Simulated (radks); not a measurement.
Nd12+, configuration [Kr] 4d10 5s2. All-electron calculation, scalar-relativistic Kohn-Sham, BLYP, spin-polarised, spherical densities, finite nucleus; Fermi nuclear charge, rms radius 4.9123 fm. Program: a radial shooting solver on a logarithmic mesh with Libxc functionals. Some entries of the table are withheld. Estimate them.

orbital,occ.,eigenvalue (hartree),<r^2> (bohr^2)
1s,2,-1603.325,(1)
2s,2,-266.2925,0.01204
2p,6,-238.9529,0.009625
3s,2,-64.33959,0.08098
3p,6,-55.71573,0.08098
3d,10,-43.74066,0.06870
4s,2,-19.13473,0.4016
4p,6,-16.25029,(2)
4d,10,(3),0.5184
5s,2,-7.97929,(4)

Answer. 
(1) 1s <r^2> (bohr^2): 0.0007599
(2) 4p <r^2> (bohr^2): 0.4463
(3) 4d eigenvalue (hartree): -12.13147
(4) 5s <r^2> (bohr^2): 1.667
